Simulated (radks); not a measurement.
The chromium ion Cr+, 23 electrons, occupied as [Ar] 3d5. Calculated with a radial shooting solver on a logarithmic mesh with Libxc functionals: Dirac Kohn-Sham, LDA (Slater exchange, Perdew-Wang correlation), spin-unpolarised, spherical densities, point nucleus; open shells fill j = l - 1/2 first.

Spin-orbit splittings of the eigenvalues, e(l+1/2) - e(l-1/2), with zeta = 2 splitting/(2l+1) and mean radii in bohr:

shell  occ.  splitting (eV)  zeta (eV)  <r> j=l-1/2  <r> j=l+1/2
2p        6           8.628      5.752       0.2582       0.2611
3p        6           1.021     0.6807       0.9630       0.9724
3d        5               ?          ?        1.410        1.417

Estimate the 3d splitting.

Answer. 0.08071 eV (zeta = 0.03229 eV).
